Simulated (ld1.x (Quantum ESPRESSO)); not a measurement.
## Zn (Z = 30), RRKJ: configuration errors across variants

ld1.x (Quantum ESPRESSO) 7.5 input, shortened:

```
&input
   title='Zn', zed=30., rel=0, dft='PZ', iswitch=3,
   config='[Ar] 3d10 4s0.5 4p0'
 /
 &inputp
   pseudotype=2, tm=.false., rho0=0.005, lloc=1,
   nlcc=.false.
 /
3
4S  1  0   0.50   0.00  1.65  1.65  0.0
3D  3  2  10.00   0.00  0.85  0.85  0.0
4P  2  1   0.00   0.00  1.75  1.75  0.0
 &test
   configts(1)='3d10 4s0.5 4p0'
 /
```

All-electron excitation energies from the reference (eV): (1) 3d10 4s2 4p0 -18.068; (2) 3d10 4s1 4p0 -8.103; (3) 3d10 4s0 4p0 10.295; (4) 3d10 4s0 4p2 -7.782; (5) 3d9 4s2 4p1 -5.251; (6) 3d10 4s1.5 4p0 -14.085; (7) 3d8 4s0 4p0 114.020; (8) 3d10 4s0.5 4p0 spin -0.075; (9) 3d10 4s1 4p0 spin -8.352.

Spin tests fill each open shell by Hund’s rule, majority spin first.

2 further variants failed, have other tests or too few solved ones, and are left out.

A true bound ghost makes a file unfit for plane-wave use even where its test errors are small: the radial tests pick states by their node count and pass the ghost by.

Errors AE − PS in meV (a dash: test not solved or not reliable):

| change | (1) | (2) | (3) | (4) | (5) | (6) | (7) | (8) | (9) | bound ghosts |
| --- | --- | --- | --- | --- | --- | --- | --- | --- | --- | --- |
| base | -4.7 | -0.3 | +0.6 | +0.9 | -677 | -1.8 | -2664 | +2.4 | +6.6 | s |
| wave 4s (bound): rc 1.65 bohr becomes 4s (bound): rc 1.72 bohr | -5.0 | -0.3 | +0.5 | +1.1 | -686 | -2.0 | -2655 | +2.4 | +7.0 | s |
| wave 4s (bound): rc 1.65 bohr becomes 4s (bound): rc 1.90 bohr | -4.3 | -0.1 | +0.8 | +1.0 | -684 | -1.6 | -2656 | +2.5 | +7.2 | s |
| wave 4s (bound): rc 1.65 bohr becomes 4s (bound): rc 2.20 bohr | -2.9 | 0.0 | +0.8 | -0.1 | -626 | -1.0 | -2707 | +1.8 | +5.1 | none |

(1) Give the same row for: wave 4s (bound): rc 1.65 bohr becomes 4s (bound): rc 2.38 bohr.

Answers

(1) -4.0, -0.5, -0.1, -0.7, -578, -1.9, -2757, +1.0, +2.3; bound ghosts: none.
